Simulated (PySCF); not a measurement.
## Core-level binding energies of `C[Si](C)(O)S`

Compound: C2H8OSSi.
Numbering: `[CH3:1][Si:2]([CH3:3])([OH:4])[SH:5]`

Computed with delta-SCF UKS SCAN, pcX-2 on the ionised atom, pcseg-1 elsewhere, spin-free X2C in PySCF 2.14.0. Each binding energy is the total energy of the core-ionised species, with the hole localised on one atom, minus that of the ground state; both are solved self-consistently, so orbital relaxation is included.

Give the core binding energies atom by atom.

```
atom(s)                environment     level  binding energy (eV)  2p1/2 (eV)  count
  C1/C3           Si-methyl carbon      C 1s               290.10           –      2
    Si2       oxygen-bound silicon  Si 2p3/2               107.25      107.88      1
    Si2       oxygen-bound silicon     Si 1s              1847.27           –      1
     O4             silanol oxygen      O 1s               538.63           –      1
     S5  sulfur bonded to Si and H      S 1s              2476.56           –      1
```

Which photon wavelength matches the O 1s of O4 threshold?

λ = hc/E = 12398.42 eV Å / 538.63 eV = 23.018 Å.

Which photon energy gives electrons from O 1s of O4 a kinetic energy of 150 eV, and what is their de Broglie wavelength?

hν = 538.63 + 150 = 688.63 eV, recoil neglected; λ = 12.264 Å/√(E/eV) = 1.00 Å.

One atom of each set of topologically equivalent atoms was ionised and stands for the set; in this conformer not all members are related by symmetry, and their own values weren't computed. Not every level is listed. The 2p values add to the ΔSCF energy of one spin-free hole a correction within the shell (spin–orbit coupling, ligand field). 2p1/2 minus 2p3/2 (ligand field included): Si 0.63 eV. The structure is a single GFN2-xTB conformer in the gas phase; no vibrational or solvent corrections.

The values belong to the conformer `[CH3:1][Si:2]([CH3:3])([OH:4])[SH:5]`: H–O4–Si2–C1 65°, H–S5–Si2–C1 113°.
